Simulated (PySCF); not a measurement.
CH₃Mg, charge +1. Atoms are numbered in the order given.

```xyz
5

Mg     0.0000     0.0000    -0.9302
C      0.0000     0.0000     1.1336
H     -0.9019     0.5207     1.4539
H      0.9019     0.5207     1.4539
H      0.0000    -1.0415     1.4539
```
Charge +1, spin multiplicity 1.

Geometry optimised at PBE0-D3(BJ)/def2-TZVP. The spin state was assumed, not searched. The isomer is the one that the SMILES or the coordinates give; other isomers of the formula were not compared.

Computed with PySCF with PBE/def2-TZVPD.

Symmetry labels are those of the subgroup Cs that the program uses (full group C3v).

Computed valence orbital energies around the gap with their symmetry:
```tsv
orbital	symmetry	energy (eV)
HOMO−7	A'	-87.46
HOMO−6	A'	-54.58
HOMO−5	A"	-54.58
HOMO−4	A'	-54.49
HOMO−3	A'	-21.67
HOMO−2	A"	-14.74
HOMO−1	A'	-14.74
HOMO	A'	-12.15
LUMO	A'	-9.20
LUMO+1	A"	-6.27
LUMO+2	A'	-6.27
LUMO+3	A'	-4.55
```
